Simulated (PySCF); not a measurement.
# p-isopropenylanisole, C10H12O

Molfile (atoms numbered from 1):
```
C10H12O
     RDKit          3D

 23 23  0  0  0  0  0  0  0  0999 V2000
   -3.7539   -1.1174    0.8693 C   0  0  0  0  0  0  0  0  0  0  0  0
   -3.0916   -0.0782    0.3354 C   0  0  0  0  0  0  0  0  0  0  0  0
   -3.8433    1.0721   -0.2726 C   0  0  0  0  0  0  0  0  0  0  0  0
   -1.6112   -0.0063    0.3312 C   0  0  0  0  0  0  0  0  0  0  0  0
   -0.8175   -1.1596    0.3824 C   0  0  0  0  0  0  0  0  0  0  0  0
    0.5733   -1.1023    0.3962 C   0  0  0  0  0  0  0  0  0  0  0  0
    1.2197    0.1385    0.3506 C   0  0  0  0  0  0  0  0  0  0  0  0
    2.5577    0.3052    0.3578 O   0  0  0  0  0  0  0  0  0  0  0  0
    3.3772   -0.8265    0.4327 C   0  0  0  0  0  0  0  0  0  0  0  0
    0.4461    1.3033    0.2802 C   0  0  0  0  0  0  0  0  0  0  0  0
   -0.9381    1.2270    0.2640 C   0  0  0  0  0  0  0  0  0  0  0  0
   -3.2381   -1.9420    1.3664 H   0  0  0  0  0  0  0  0  0  0  0  0
   -4.8454   -1.1628    0.8386 H   0  0  0  0  0  0  0  0  0  0  0  0
   -4.9198    0.8593   -0.3197 H   0  0  0  0  0  0  0  0  0  0  0  0
   -3.4834    1.2940   -1.2900 H   0  0  0  0  0  0  0  0  0  0  0  0
   -3.7144    1.9930    0.3199 H   0  0  0  0  0  0  0  0  0  0  0  0
   -1.2986   -2.1400    0.3883 H   0  0  0  0  0  0  0  0  0  0  0  0
    1.1430   -2.0314    0.4280 H   0  0  0  0  0  0  0  0  0  0  0  0
    4.4136   -0.4654    0.4382 H   0  0  0  0  0  0  0  0  0  0  0  0
    3.2381   -1.4943   -0.4362 H   0  0  0  0  0  0  0  0  0  0  0  0
    3.1966   -1.4053    1.3559 H   0  0  0  0  0  0  0  0  0  0  0  0
    0.9614    2.2647    0.2380 H   0  0  0  0  0  0  0  0  0  0  0  0
   -1.5087    2.1561    0.2121 H   0  0  0  0  0  0  0  0  0  0  0  0
  1  2  2  0
  2  3  1  0
  2  4  1  0
  4  5  1  0
  5  6  2  0
  6  7  1  0
  7  8  1  0
  8  9  1  0
  7 10  2  0
 10 11  1  0
 11  4  2  0
  1 12  1  0
  1 13  1  0
  3 14  1  0
  3 15  1  0
  3 16  1  0
  5 17  1  0
  6 18  1  0
  9 19  1  0
  9 20  1  0
  9 21  1  0
 10 22  1  0
 11 23  1  0
M  END
```

Theory: TDDFT CAM-B3LYP/def2-SVPD excited states, vertical, gas phase in PySCF. Geometry: PBE0-D3(BJ)/def2-SVP.

**Question.** How strongly do the lowest singlets absorb one photon, and two photons of half the energy?

**Answer.** δ for parallel linear polarisation; σ at the peak of a Lorentzian of half width 0.1 eV, single beam; Ω is circular over linear.
```csv
state,E (eV),f,photon λ (nm),δ (au),σ (GM),Ω,main
S1,4.83,0.099,513,68.8,0.59,0.52,"HOMO→LUMO+1 0.47, HOMO→LUMO 0.39"
S2,5.05,0.332,491,193,1.80,0.79,"HOMO→LUMO 0.56, HOMO→LUMO+1 0.30"
S3,6.08,0.008,408,26.4,0.36,1.46,"HOMO→LUMO+2 0.76, HOMO→LUMO+3 0.12"
S4,6.34,0.207,391,84.3,1.24,0.84,"HOMO−1→LUMO 0.68, HOMO→LUMO+1 0.20"
S5,6.47,0.072,384,85.5,1.31,1.24,"HOMO→LUMO+3 0.43, HOMO−1→LUMO+1 0.20"
S6,6.49,0.207,382,94.2,1.45,1.22,"HOMO→LUMO+3 0.29, HOMO−1→LUMO+1 0.27"
```

Among these, the strongest one-photon state is S2, the strongest two-photon state S2, with a dipole change of 1.9 D (relaxed, norm of the difference vector).
